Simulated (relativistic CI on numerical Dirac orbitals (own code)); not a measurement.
# Hyperfine structure of Gd56+, mass number 155

Method of calculation: Dirac-Coulomb-Breit CI, KLI orbitals optimised for each configuration, a model potential for QED, unscaled Slater integrals (own radial code, finite nucleus).

Configuration list (outside the closed core 1s2): 2s2 2p4, 2s 2p5, 2p6, 2p5 3s, 2p5 3p, 2p5 3d, 2s2 2p3 3s, 2s2 2p3 3p, 2s2 2p3 3d, 2s 2p4 3s, 2s 2p4 3p, 2s 2p4 3d, 2s2 2p3 4s, 2s2 2p3 4p, 2s2 2p3 4d, 2s2 2p3 4f. Levels of other configurations are missing.

Nuclear spin I = 3/2, μ = -0.2591 μN, Q = 1.27 b (tables of Stone and Pyykkö). The electronic factors are computed for point nuclear moments, without core polarisation or the Bohr-Weisskopf and QED corrections.

```json
{"Level": "2s2 2p4 3P_2", "E (eV)": "0.00", "A (GHz)": "-88.63", "B (GHz)": "96.5"}
{"Level": "2s2 2p4 3P_1", "E (eV)": "720.12", "A (GHz)": "56.48", "B (GHz)": "-632"}
{"Level": "2s2 2p4 1D_2", "E (eV)": "738.46", "A (GHz)": "-236.5", "B (GHz)": "-1360"}
{"Level": "2s 2p5 3P°_2", "E (eV)": "1049.47", "A (GHz)": "-596.2", "B (GHz)": "-1260"}
{"Level": "2s 2p5 1P°_1", "E (eV)": "1118.44", "A (GHz)": "412.4", "B (GHz)": "-477"}
{"Level": "2s 2p5 3P°_1", "E (eV)": "1814.74", "A (GHz)": "-1390", "B (GHz)": "-155"}
```

Levels with J = 0, under 50 % of one LS term, or S terms without an open s electron are left out. Small factors come from cancelling terms and can be off by tens of per cent or more.

At this charge energies of transitions that change n are usually good to better than 1 %, and those within a shell (Δn = 0) to a few per cent.

Q: Give the hyperfine levels of 2s2 2p4 3P_2 relative to its centre of gravity.

A: With K = F(F + 1) − I(I + 1) − J(J + 1), E = AK/2 + B[¾K(K + 1) − I(I + 1)J(J + 1)]/[2I(2I − 1)J(2J − 1)]: F = 1/2: 483.3, F = 3/2: 265.9, F = 5/2: -16.01, F = 7/2: -241.8 GHz.

LS names give the leading component of a level, which can be under half, so a name can repeat, a term be missing and a line seem to break the LS rules.
